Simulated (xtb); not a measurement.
xtb input (GFN-FF):

```bash
xtb mol.xyz --gfnff --opt tight --chrg 0 --uhf 0
```
mol.xyz:
```
16

O     -2.20585740     1.50664434    -0.08220095
B     -1.72396011     0.22847106    -0.06715083
O     -2.64119472    -0.79192799    -0.10023699
C     -0.17546988     0.01267929    -0.01081324
C      0.68058869     1.11153083     0.13720403
C      2.05778166     0.94826869     0.19571503
C      2.61203279    -0.32379397     0.10333616
C      1.78341073    -1.42949045    -0.04790451
C      0.40678938    -1.25659940    -0.10286189
H     -3.16864841     1.53559383    -0.10701614
H     -2.26004664    -1.67277368    -0.05987728
H      0.25193250     2.10269061     0.20709907
H      2.70102574     1.81128468     0.31228842
H      3.68598658    -0.45341526     0.14775389
H      2.20988679    -2.42157290    -0.12357725
H     -0.21471897    -2.13746333    -0.22946657
```

Output:

```
           -------------------------------------------------
          |                Calculation Setup                |
           -------------------------------------------------

          ==================== Thresholds ====================
          CN  :   150.00000
          rep :   500.00000
          disp:  2500.00000
          HB1 :   250.00000
          HB2 :   450.00000

          Pauling EN used:
          Z : 1  EN :  2.20
          Z : 5  EN :  2.04
          Z : 6  EN :  2.55
          Z : 8  EN :  3.44
          electric field strengths (au): 0.000

           -------------------------------------------------
          |           Force Field Initialization            |
           -------------------------------------------------

          distances ...
          ----------------------------------------
          generating topology and atomic info file ...
          pair mat ...
          computing topology distances matrix with Floyd-Warshall algo ...
          making topology EEQ charges ...
          #fragments for EEQ constrain: 1
          ----------------------------------------
          generating topology and atomic info file ...
          pair mat ...
          computing topology distances matrix with Floyd-Warshall algo ...
          making topology EEQ charges ...
          #fragments for EEQ constrain: 1
          rings ...
          # BATM   120
          # H in HB   7
          doing iterative Hueckel for 1 subsystem(s) ...

  atom   neighbors  erfCN metchar sp-hybrid imet pi  qest     coordinates
    1  O       2    1.92   0.00         3    0    1  -0.439   -4.168466    2.847145   -0.155337
    2  B       3    2.78   0.01         2    0    1   0.254   -3.257812    0.431748   -0.126897
    3  O       2    1.92   0.00         3    0    1  -0.439   -4.991135   -1.496527   -0.189420
    4  C       3    2.80   0.00         2    0    1  -0.011   -0.331590    0.023960   -0.020434
    5  C       3    2.82   0.00         2    0    1  -0.021    1.286126    2.100489    0.259278
    6  C       3    2.81   0.00         2    0    1  -0.024    3.888644    1.791968    0.369848
    7  C       3    2.81   0.00         2    0    1  -0.027    4.936027   -0.611882    0.195277
    8  C       3    2.81   0.00         2    0    1  -0.024    3.370158   -2.701345   -0.090526
    9  C       3    2.81   0.00         2    0    1  -0.021    0.768721   -2.374629   -0.194381
   10  H       1    0.97   0.00         0    0    0   0.239   -5.987878    2.901852   -0.202231
   11  H       1    0.97   0.00         0    0    0   0.239   -4.270869   -3.161084   -0.113152
   12  H       1    0.97   0.00         0    0    0   0.056    0.476083    3.973509    0.391361
   13  H       1    0.97   0.00         0    0    0   0.054    5.104199    3.422832    0.590140
   14  H       1    0.97   0.00         0    0    0   0.053    6.965505   -0.856831    0.279214
   15  H       1    0.97   0.00         0    0    0   0.054    4.176081   -4.576110   -0.233527
   16  H       1    0.97   0.00         0    0    0   0.056   -0.405760   -4.039220   -0.433629

          #atoms :   16
          #bonds :   16
[...]
C5-H12=1.0765        C6-C5=1.3786         C6-C7=1.3809         C6-H13=1.0775        C7-C6=1.3809         C7-C8=1.3810
C7-H14=1.0775        C8-C7=1.3810         C8-C9=1.3788         C8-H15=1.0775        C9-C4=1.3781         C9-C8=1.3788
C9-H16=1.0763        H10-O1=0.9737        H11-O3=0.9771        H12-C5=1.0765        H13-C6=1.0775        H14-C7=1.0775
H15-C8=1.0775        H16-C9=1.0763
 C  H  Rav=1.0771 sigma=0.0005  Rmin=1.0763  Rmax=1.0775     5
 C  B  Rav=1.5711 sigma=0.0000  Rmin=1.5711  Rmax=1.5711     1
 C  C  Rav=1.3792 sigma=0.0013  Rmin=1.3777  Rmax=1.3810     6
 O  H  Rav=0.9754 sigma=0.0017  Rmin=0.9737  Rmax=0.9771     2
 O  B  Rav=1.3863 sigma=0.0012  Rmin=1.3851  Rmax=1.3875     2

 selected bond angles (degree)
 --------------------
H10-O1-B2=108.66               O3-B2-O1=121.11                C4-B2-O1=119.01                C4-B2-O3=119.88
H11-O3-B2=117.25               C5-C4-B2=118.54                C9-C4-B2=121.07                C9-C4-C5=120.39
C6-C5-C4=119.88                H12-C5-C4=119.12               H12-C5-C6=120.99               C7-C6-C5=119.88
H13-C6-C5=120.01               H13-C6-C7=120.10               C8-C7-C6=120.10                H14-C7-C6=119.95
H14-C7-C8=119.95               C9-C8-C7=119.94                H15-C8-C7=120.06               H15-C8-C9=120.00
C8-C9-C4=119.80                H16-C9-C4=119.43               H16-C9-C8=120.76

 selected dihedral angles (degree)
 ---------------------------------
O3-B2-O1-H10=359.20           C4-B2-O1-H10=179.99           H11-O3-B2-O1=182.76           H11-O3-B2-C4=  1.97
C5-C4-B2-O1= 45.69            C5-C4-B2-O3=226.46            C9-C4-B2-O1=226.06            C9-C4-B2-O3= 46.84
C6-C5-C4-B2=180.10            C6-C5-C4-C9=359.72            H12-C5-C4-B2=359.51           H12-C5-C4-C9=179.14
C7-C6-C5-C4=  0.00            C7-C6-C5-H12=180.62           H13-C6-C5-C4=179.88           H13-C6-C5-H12=  0.48
C8-C7-C6-C5=  0.17            C8-C7-C6-H13=180.31           H14-C7-C6-C5=179.99           H14-C7-C6-H13=  0.13
C9-C8-C7-C6=359.89            C9-C8-C7-H14=180.08           H15-C8-C7-C6=179.73           H15-C8-C7-H14=359.91
C8-C9-C4-B2=179.96            C8-C9-C4-C5=  0.35            H16-C9-C4-B2=  0.41           H16-C9-C4-C5=180.79
C4-C9-C8-C7=359.85            C4-C9-C8-H15=180.01           H16-C9-C8-C7=179.39           H16-C9-C8-H15=359.56
           -------------------------------------------------
          |                Final Singlepoint                |
           -------------------------------------------------
         :::::::::::::::::::::::::::::::::::::::::::::::::::::
         ::                     SUMMARY                     ::
         :::::::::::::::::::::::::::::::::::::::::::::::::::::
         :: total energy              -2.885053803603 Eh    ::
         :: gradient norm              0.000255891474 Eh/a0 ::
         ::.................................................::
         :: bond energy               -2.943916046006 Eh    ::
         :: angle energy               0.001980701195 Eh    ::
         :: torsion energy             0.000377516722 Eh    ::
         :: repulsion energy           0.197058015948 Eh    ::
         :: electrostat energy        -0.127602181085 Eh    ::
         :: dispersion energy         -0.009262911927 Eh    ::
         :: HB energy                 -0.000024566657 Eh    ::
         :: XB energy                  0.000000000000 Eh    ::
         :: bonded atm energy         -0.003664331793 Eh    ::
         :: external energy            0.000000000000 Eh    ::
         :: add. restraining           0.000000000000 Eh    ::
Note: The following floating-point exceptions are signalling: IEEE_UNDERFLOW_FLAG IEEE_DENORMAL
normal termination of xtb
         :: total charge              -0.000000000000 e     ::
         :::::::::::::::::::::::::::::::::::::::::::::::::::::

           -------------------------------------------------
          |                Property Printout                |
           -------------------------------------------------

molecular dipole:
                 x           y           z       tot (Debye)
 q only:        0.963      -0.416       0.306       2.778
           -------------------------------------------------
          |                Geometry Summary                 |
           -------------------------------------------------

      molecular mass/u    :      121.9298385
   center of mass at/Å    :       -0.0295332       0.0059304      -0.0312330
  moments of inertia/u·Å² :        0.1387817E+03   0.4535259E+03   0.5526744E+03
rotational constants/cm⁻¹ :        0.1214687E+00   0.3717017E-01   0.3050193E-01

 * 15 selected distances

     #   Z          #   Z                                           value/Å
     1   8 O        2   5 B                                       1.3851047
     2   5 B        3   8 O                                       1.3874964 (max)
     4   6 C        5   6 C                                       1.3776678
     5   6 C        6   6 C                                       1.3786027
     6   6 C        7   6 C                                       1.3808631
     7   6 C        8   6 C                                       1.3809644
     4   6 C        9   6 C                                       1.3780875
     8   6 C        9   6 C                                       1.3787721
     1   8 O       10   1 H                                       0.9737395 (min)
     3   8 O       11   1 H                                       0.9771149
     5   6 C       12   1 H                                       1.0765193
     6   6 C       13   1 H                                       1.0775194
     7   6 C       14   1 H                                       1.0775240
     8   6 C       15   1 H                                       1.0775389
     9   6 C       16   1 H                                       1.0763334

 * 4 distinct bonds (by element types)

   Z      Z             #   av. dist./Å        max./Å        min./Å
   1 H    6 C           5     1.0770870     1.0775389     1.0763334
   6 C    6 C           6     1.3791596     1.3809644     1.3776678
   1 H    8 O           2     0.9754272     0.9771149     0.9737395
   5 B    8 O           2     1.3863006     1.3874964     1.3851047

optimized geometry written to: xtbopt.xyz

           -------------------------------------------------
          | TOTAL ENERGY               -2.885053803603 Eh   |
          | GRADIENT NORM               0.000255891474 Eh/α |
           -------------------------------------------------
########################################################################
[WARNING] Runtime exception occurred
-1- gfnff_setup: Could not read topology file.
########################################################################

------------------------------------------------------------------------
------------------------------------------------------------------------
 total:
 SCF:
 ANC optimizer:
```
